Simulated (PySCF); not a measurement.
CoOF₂ (quartet). Method: PySCF, UPBE0, basis Co def2-TZVP, O def2-TZVP, F def2-TZVP (no relativity, density fitting).

Harmonic bands of its minimum:

```csv
ω (cm⁻¹),IR (km/mol)
181,35.7
206,12.1
237,0.3
649,28.1
787,182
980,23.9
```

Task: The central atom is Co. Infer the point group and assign the bands.

Result: C2v. The modes span b1 + 3a1 + 2b2: 181 b1, 206 a1, 237 b2, 649 a1, 787 b2, 980 a1. The computed geometry has Co–F 1.705 Å (×2), Co–O 1.567 Å; F–Co–F 146.7°, F–Co–O 106.6° (×2).

This need not be the most stable arrangement of these atoms. With open d or f shells other occupations or spin states may lie lower.
